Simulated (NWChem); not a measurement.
System: ZnHOBr; SMILES [OH][Zn][Br]

Input file for NWChem:

```
start job
memory heap 200 mb stack 900 mb global 1100 mb
geometry units angstroms noautosym nocenter noautoz
  Zn    -0.257849     0.770287     0.000000
  Br     0.252547    -1.400083     0.000000
  O     -0.780986     2.460806     0.000000
  H     -0.068521     3.107877     0.000000
end
basis spherical
  * library def2-svpd
end
dft
  xc xpbe96 cpbe96
  iterations 150
end
property
  response 1 0.0
end
task dft property
```

Excerpt of the output:

```
             Northwest Computational Chemistry Package (NWChem) 7.3.0
             --------------------------------------------------------

                             Geometry "geometry" -> ""
                             -------------------------

 Output coordinates in angstroms (scale by  1.889725989 to convert to a.u.)

  No.       Tag          Charge          X              Y              Z
 ---- ---------------- ---------- -------------- -------------- --------------
    1 Zn                  30.0000    -0.25784900     0.77028700     0.00000000
    2 Br                  35.0000     0.25254700    -1.40008300     0.00000000
    3 O                    8.0000    -0.78098600     2.46080600     0.00000000
    4 H                    1.0000    -0.06852100     3.10787700     0.00000000

 Effective nuclear repulsion energy (a.u.)     373.3178147134

  pbe96 is a nonlocal functional; adding pw91lda local functional.
                              NWChem Property Module
                              ----------------------

                                 NWChem DFT Module
                                 -----------------

 Summary of "ao basis" -> "ao basis" (spherical)
 ------------------------------------------------------------------------------
       Tag                 Description            Shells   Functions and Types
 ---------------- ------------------------------  ------  ---------------------
 Zn                        def2-svpd                12       34   5s4p2d1f
 Br                        def2-svpd                15       41   6s5p4d
 O                         def2-svpd                 9       23   4s3p2d
 H                         def2-svpd                 4        8   2s2p

            General Information
            -------------------
          SCF calculation type: DFT
          Wavefunction type:  closed shell.
          No. of atoms     :     4
          No. of electrons :    74
           Alpha electrons :    37
            Beta electrons :    37
          Charge           :     0
          Spin multiplicity:     1
          Use of symmetry is: off; symmetry adaption is: off
          Maximum number of iterations: 150
          AO basis - number of functions:   106
                     number of shells:    40
          Convergence on energy requested:  1.00D-06
          Convergence on density requested:  1.00D-05
          Convergence on gradient requested:  5.00D-04

              XC Information
              --------------
          PerdewBurkeErnzerhof Exchange Functional  1.000
            Perdew 1991 LDA Correlation Functional  1.000 local
           PerdewBurkeErnz. Correlation Functional  1.000 non-local

             Grid Information
             ----------------
          Grid used for XC integration:  medium
          Radial quadrature: Mura-Knowles
          Angular quadrature: Lebedev.
          Tag              B.-S. Rad. Rad. Pts. Rad. Cut. Ang. Pts.
          ---              ---------- --------- --------- ---------
          Zn                  1.35      112          12.0       590
          Br                  1.15      112          13.0       590
          O                   0.60       49          14.0       434
          H                   0.35       45          14.0       434
          Grid pruning is: on
          Number of quadrature shells:   318
          Spatial weights used:  Erf1

      Superposition of Atomic Density Guess
      -------------------------------------

 Sum of atomic energies:       -4424.84345973

      Non-variational initial energy
      ------------------------------

 Total energy =   -4425.291300
 1-e energy   =   -6914.204996
 2-e energy   =    2115.595882
 HOMO         =      -0.409798
 LUMO         =      -0.067499

   convergence    iter        energy       DeltaE   RMS-Dens  Diis-err
 ---------------- ----- ----------------- --------- --------- ---------
 d= 0,ls=0.0,diis     1  -4427.9965409924 -4.80D+03  2.77D-02  9.31D-01
 d= 0,ls=0.0,diis     2  -4427.0614282527  9.35D-01  1.97D-02  8.92D+00
 d= 0,ls=0.0,diis     3  -4428.0864858877 -1.03D+00  4.69D-03  1.80D-01
 d= 0,ls=0.0,diis     4  -4428.1007342611 -1.42D-02  2.08D-03  5.26D-02
 d= 0,ls=0.0,diis     5  -4428.1069704558 -6.24D-03  4.05D-04  1.51D-03
  Resetting Diis
 d= 0,ls=0.0,diis     6  -4428.1071204984 -1.50D-04  1.13D-04  5.01D-04
 d= 0,ls=0.0,diis     7  -4428.1071587445 -3.82D-05  7.40D-05  1.13D-05
 d= 0,ls=0.0,diis     8  -4428.1071528840  5.86D-06  4.91D-05  7.14D-05
 d= 0,ls=0.0,diis     9  -4428.1071600032 -7.12D-06  6.81D-06  9.29D-07
 d= 0,ls=0.0,diis    10  -4428.1071600743 -7.10D-08  2.08D-06  1.75D-07

         Total DFT energy =    -4428.107160074255
      One electron energy =    -6911.393012033251
           Coulomb energy =     2280.616139699405
    Exchange-Corr. energy =     -170.648102453789
 Nuclear repulsion energy =      373.317814713379

 Numeric. integr. density =       74.000001025408

                       DFT Final Molecular Orbital Analysis
                       ------------------------------------

 Vector   35  Occ=2.000000D+00  E=-2.769399D-01
              MO Center= -8.3D-02, -8.2D-02, -4.9D-10, r^2= 4.5D+00
   Bfn.  Coefficient  Atom+Function         Bfn.  Coefficient  Atom+Function
  ----- ------------  ---------------      ----- ------------  ---------------
    52      0.450371  2 Br pz                49      0.426267  2 Br pz
    82      0.337570  3 O  pz                46     -0.281921  2 Br pz
    85      0.228075  3 O  pz                14      0.139677  1 Zn pz
    43      0.091695  2 Br pz                11     -0.065151  1 Zn pz
    55      0.058214  2 Br pz                88      0.057255  3 O  pz

 Vector   36  Occ=2.000000D+00  E=-2.697177D-01
              MO Center=  1.7D-01, -1.1D+00,  1.7D-10, r^2= 2.3D+00
   Bfn.  Coefficient  Atom+Function         Bfn.  Coefficient  Atom+Function
  ----- ------------  ---------------      ----- ------------  ---------------
    50      0.526979  2 Br px                47      0.496642  2 Br px
    44     -0.327748  2 Br px                51      0.147486  2 Br py
    48      0.139310  2 Br py                18      0.122056  1 Zn d -2
    80     -0.117336  3 O  px                41      0.106572  2 Br px
    45     -0.091850  2 Br py                12      0.085617  1 Zn px

 Vector   37  Occ=2.000000D+00  E=-2.574103D-01
              MO Center= -4.0D-01,  1.2D+00, -3.8D-11, r^2= 4.4D+00
   Bfn.  Coefficient  Atom+Function         Bfn.  Coefficient  Atom+Function
  ----- ------------  ---------------      ----- ------------  ---------------
    82      0.503684  3 O  pz                85      0.345095  3 O  pz
    52     -0.332618  2 Br pz                49     -0.310553  2 Br pz
    46      0.204259  2 Br pz                19     -0.198147  1 Zn d -1
    88      0.103069  3 O  pz                43     -0.066390  2 Br pz
    21     -0.053056  1 Zn d  1              24     -0.049547  1 Zn d -1

 Vector   38  Occ=0.000000D+00  E=-8.975415D-02
              MO Center= -4.3D-02,  6.9D-01,  1.7D-08, r^2= 5.4D+00
   Bfn.  Coefficient  Atom+Function         Bfn.  Coefficient  Atom+Function
  ----- ------------  ---------------      ----- ------------  ---------------
     5      0.963229  1 Zn s                  4      0.684380  1 Zn s
    51     -0.369059  2 Br py                79     -0.334909  3 O  s
     3     -0.270407  1 Zn s                 48     -0.249999  2 Br py
    39     -0.236039  2 Br s                 38     -0.227213  2 Br s
    78     -0.211008  3 O  s                 54     -0.187546  2 Br py

 Vector   39  Occ=0.000000D+00  E=-3.543564D-02
              MO Center= -3.3D-01,  5.6D-01, -1.7D-08, r^2= 5.2D+00
   Bfn.  Coefficient  Atom+Function         Bfn.  Coefficient  Atom+Function
  ----- ------------  ---------------      ----- ------------  ---------------
    15      0.694674  1 Zn px                12      0.509978  1 Zn px
    16      0.251511  1 Zn py                50     -0.233854  2 Br px
     9     -0.168357  1 Zn px                47     -0.167515  2 Br px
     4     -0.152421  1 Zn s                  5     -0.151562  1 Zn s
    13      0.151325  1 Zn py                53     -0.146641  2 Br px

 Vector   40  Occ=0.000000D+00  E=-2.839720D-02
              MO Center= -2.0D-01,  6.0D-01,  1.7D-08, r^2= 5.3D+00
   Bfn.  Coefficient  Atom+Function         Bfn.  Coefficient  Atom+Function
  ----- ------------  ---------------      ----- ------------  ---------------
    17      0.781393  1 Zn pz                14      0.517688  1 Zn pz
    52     -0.228485  2 Br pz                82     -0.194448  3 O  pz
    88     -0.174365  3 O  pz                11     -0.170560  1 Zn pz
    49     -0.165367  2 Br pz                85     -0.163078  3 O  pz
    55     -0.131909  2 Br pz                46      0.101912  2 Br pz

     Multipole analysis of the density
     ---------------------------------

     L   x y z        total         alpha         beta         nuclear
     -   - - -        -----         -----         ----         -------
     0   0 0 0     -0.000000    -37.000000    -37.000000     74.000000

     1   1 0 0      0.408834      5.129737      5.129737     -9.850639
     1   0 1 0      0.375062      3.116578      3.116578     -5.858094
     1   0 0 1     -0.000000     -0.000000     -0.000000      0.000000

     2   2 0 0    -29.255964    -30.896128    -30.896128     32.536292
     2   1 1 0      3.827970     62.482563     62.482563   -121.137157
     2   1 0 1     -0.000000     -0.000000     -0.000000      0.000000
     2   0 2 0    -29.994819   -273.027920   -273.027920    516.061021
     2   0 1 1      0.000000      0.000000      0.000000      0.000000
     2   0 0 2    -28.699661    -14.349831    -14.349831      0.000000

 *** CALLING NEW AORESP DRIVER FOR CLOSED AND OPEN SHELLS ***
 Entering AOResponse driver routine

--------------------------------------------------------------------------------

          -----------------------------------------------
          Solving response equations for perturbing field
          -----------------------------------------------

 number of frequencies:     1
 frequency in a.u.:  0.0000000E+00
 Perturbing field: electric
 Using El. Dipole Length Gauge

 Setting up CPKS with frequency omega =      0.00000000 a.u.

 STATIC response

                                NWChem CPHF Module
                                ------------------

  scftype          =     RHF
  nclosed          =       37
  nopen            =        0
  variables        =     2553
  # of vectors     =        3
  tolerance        = 0.10D-03
  level shift      = 0.00D+00
  max iterations   =       50
  max subspace     =       30

 SCF residual:    1.1054696308860014E-004

Iterative solution of linear equations
  No. of variables     2553
  No. of equations        3
  Maximum subspace       30
        Iterations       50
       Convergence  1.0D-04

   iter   nsub   residual    time
   ----  ------  --------  ---------
     1      3    5.53D+00      39.3
     2      6    3.35D+00      48.6
     3      9    8.20D-01      57.6
     4     12    3.72D-01      67.9
     5     15    4.75D-02      82.0
     6     18    6.12D-03      92.2
     7     21    8.96D-04     103.5
     8     24    1.34D-04     114.0
     9     27    1.43D-05     123.4

 Electric Dipole Response Matrix (nonzero elements):

              1        2        3
    1   43.6740  -6.9168  -0.0000
    2   -6.9168  70.1576   0.0000
    3   -0.0000   0.0000  42.0861

 ------------------------------------------
 average:        51.97257 + I       0.00000

 DFT Linear Response polarizability / au
 Frequency  =       0.0000000 / au
              X              Y              Z
 -----------------------------------------------
 X      43.6740495     -6.9168250     -0.0000000
 Y      -6.9168318     70.1575561      0.0000001
 Z      -0.0000000      0.0000001     42.0860950
 -----------------------------------------------
 Eigenvalues =      41.9763751     71.8552305     42.0860950
 Isotropic   =      51.9725669
 Anisotropic =      29.8241468
 -----------------------------------------------

 Magnetic Dipole Response Matrix (nonzero elements):

 Exiting AOResponse driver routine
```

Level: PBE/def2-SVPD. Coordinates come from a PBE0/def2-SVP optimisation.
